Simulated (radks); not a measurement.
Values are calculated unless marked as measured or tabulated.
Question: Cr3+, 21 electrons, occupied as [Ar] 3d3. Code: a radial shooting solver on a logarithmic mesh with Libxc functionals. Model: scalar-relativistic Kohn-Sham, PBE, spin-polarised, spherical densities, finite nucleus; open shells are filled with parallel spins first; Fermi nuclear charge, rms radius 3.6452 fm. Some entries of the table are withheld. Estimate them.

orbital  occ.  eigenvalue (hartree)  <r> (bohr)  r(max) (bohr)
1s down     1             -217.5631     0.06356        0.04161
1s up       1             -217.5625     0.06356        0.04161
2s up       1             -26.01481      0.2933         0.2436
2s down     1             -25.96516      0.2929         0.2434
2p up       3             -22.09439      0.2601         0.1978
2p down     3             -22.05650      0.2596         0.1977
3s up       1              -4.19259      0.8872         0.7727
3s down     1              -4.06365      0.8894         0.7732
3p up       3              -3.12719      0.9367         0.7906
3p down     3              -3.00063      0.9410         0.7916
3d up       3              -1.48513         (1)         0.7910
3d down     0              -1.36522         (2)         0.7972

Answer: 
(1) 3d up <r> (bohr): 1.098
(2) 3d down <r> (bohr): 1.122
